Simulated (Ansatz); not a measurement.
CH9GaSi2, relaxed with RKS PBE0-D4/def2-TZVP in Ansatz from a PBE-D4/def2-SVP geometry. The force threshold is 0.005 eV/Å; the program also tests the step.

Charge 0, multiplicity 1. The bonds changed during the relaxation, so this is another structure than the one it started from.

Start:

```xyz
13

C     0.890   -1.291    1.199
Si   -0.170   -0.849   -0.301
Si   -1.307    1.195   -0.151
Ga    1.157    1.396   -2.075
H     0.242   -1.541    2.063
H     1.544   -0.439    1.470
H     1.524   -2.173    0.977
H    -1.109   -1.986   -0.628
H    -1.002    1.971    1.098
H    -2.805    1.077   -0.302
H    -0.893    1.994   -1.404
H     0.659   -0.715   -1.599
H     1.271    1.360   -0.349
```

Q: How much energy does the relaxation release, and in how many steps? (Estimate.)

A: The calculation gave: 0.87 kcal/mol, in 5 steps, 1 of them rejected.

Q: Which bonds change most? (An estimate is asked.)

A: Computed: Si3–H11 from 1.542 to 1.519 Å; Si2–H12 from 1.546 to 1.523 Å; C1–Si2 from 1.889 to 1.870 Å; Ga4–H13 from 1.730 to 1.711 Å.

Q: Give the relaxed structure. (Best estimate.)

A: The calculation gave: 
```xyz
13

C     0.883   -1.279    1.184
Si   -0.168   -0.842   -0.299
Si   -1.301    1.188   -0.155
Ga    1.177    1.399   -2.061
H     0.247   -1.521    2.039
H     1.530   -0.443    1.451
H     1.505   -2.151    0.968
H    -1.101   -1.966   -0.608
H    -1.001    1.948    1.083
H    -2.781    1.063   -0.296
H    -0.897    1.993   -1.378
H     0.655   -0.728   -1.575
H     1.253    1.340   -0.353
```
